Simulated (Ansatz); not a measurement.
H₈OSi₄ (`[SiH3][SiH]1O[SiH2][SiH2]1`). Total charge 0; spin multiplicity 1. Geometry: relaxed with PBE0-D4/def2-TZVP.

```xyz
13

Si   -1.427   -1.924   -0.572
Si    0.523   -0.644   -0.393
O     0.441    0.747   -1.333
Si    0.604    2.080   -0.335
Si    0.775    0.674    1.548
H    -1.294   -3.116    0.310
H    -2.595   -1.122   -0.120
H    -1.667   -2.381   -1.968
H     1.713   -1.455   -0.781
H     1.806    2.872   -0.709
H    -0.591    2.959   -0.435
H    -0.358    0.681    2.510
H     2.069    0.627    2.278
```

Task: What is the dipole moment at PBE/def2-TZVPP? (Estimate.)

Result: Computed: 0.87 D, with components (0.14, 0.00, 0.86) D in this frame, pointing from negative to positive charge.

Task: And with r2SCAN, B3LYP, ωB97M-V? (Estimate.)

Result: Computed: r2SCAN 0.90 D, B3LYP 1.02 D, ωB97M-V 1.01 D.

Task: Give the Mulliken charges with PBE, r2SCAN, B3LYP in def2-TZVPP. (An estimate is asked.)

Result: The calculation gave: 
| atom | PBE | r2SCAN | B3LYP |
| --- | --- | --- | --- |
| Si1 | 0.08 | 0.16 | 0.14 |
| Si2 | 0.34 | 0.40 | 0.39 |
| O3 | -0.37 | -0.47 | -0.45 |
| Si4 | 0.34 | 0.43 | 0.40 |
| Si5 | -0.01 | 0.03 | 0.01 |
| H6 | -0.04 | -0.06 | -0.06 |
| H7 | -0.04 | -0.06 | -0.06 |
| H8 | -0.04 | -0.06 | -0.05 |
| H9 | -0.07 | -0.09 | -0.08 |
| H10 | -0.06 | -0.08 | -0.07 |
| H11 | -0.06 | -0.08 | -0.07 |
| H12 | -0.03 | -0.05 | -0.05 |
| H13 | -0.04 | -0.06 | -0.05 |

B3LYP here is the variant with VWN-RPA as its local correlation; programs differ in this.
